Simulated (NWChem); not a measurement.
# CH4Sn, singlet; SMILES [SnH][CH3]

Computed with NWChem. Medium grid unless said otherwise, to which SCAN and Minnesota functionals are sensitive. Low-valent species are run as closed-shell singlets; no triplet was tried in these runs. The geometry was optimised at PBE-D3(BJ)/def2-SVP. def2 effective core potentials on Sn; no spin-orbit coupling. B3LYP is NWChem's, with the RPA form of VWN correlation.

**Question.** Order these by “orbital gap (eV)”, lowest first: TPSS/def2-TZVP; B3LYP/def2-TZVP; MN15/def2-TZVP.

**Answer.** TPSS/def2-TZVP (2.10), B3LYP/def2-TZVP (3.21), MN15/def2-TZVP (4.59)
